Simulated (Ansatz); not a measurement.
Isolated molecules relaxed with PBE0-D4/def2-TZVP in Ansatz; ΔE leaves out vibrations. CCSD(T)/CBS is the MP2 limit (def2-TZVPP, def2-QZVPP) plus CCSD(T) − MP2 in def2-TZVPP, frozen cores. This one scheme is used for every species. DFT in def2-TZVPP. For Ga outer-core shells are correlated without core-valence functions, which leaves a few kJ/mol of doubt a bond. Scalar relativity is left out up to krypton.

`B[CH2][AlH2]` + `[OH][GaH2]` → `B[O][GaH2]` + `[CH3][AlH2]`  (ligand exchange at a B–C bond)

(1) Is it downhill or uphill in electronic energy at CCSD(T)/CBS, and by how much? (Best estimate.)

(2) What do these levels give: PBE0-D4, BHLYP-D4, r2SCAN, r2SCANh, CAM-B3LYP, CCSD/CBS(def2)? (Estimate.)

Largest T1 diagnostic among the species: 0.016.

## Answers

(1) The calculation gave: Downhill: ΔE = -90.8 kJ/mol.

(2) Ansatz gave: PBE0-D4 -89.5, BHLYP-D4 -105.8, r2SCAN -91.7, r2SCANh -92.7, CAM-B3LYP -104.3, CCSD/CBS(def2) -93.8 kJ/mol.

From PBE to PBE0 (25 % exact exchange), in def2-TZVPP and without D4, ΔE moves by −3.3 kJ/mol. Leaving LDA and LC-ωPBE aside and taking each functional with its dispersion term where it has one, the values, not all of them listed here, spread over 20.8 kJ/mol, from BHLYP-D4 to revPBE-D4. At CCSD(T), def2-SVP lies −23.4 kJ/mol from the extrapolated value and def2-TZVPP −4.4 kJ/mol.
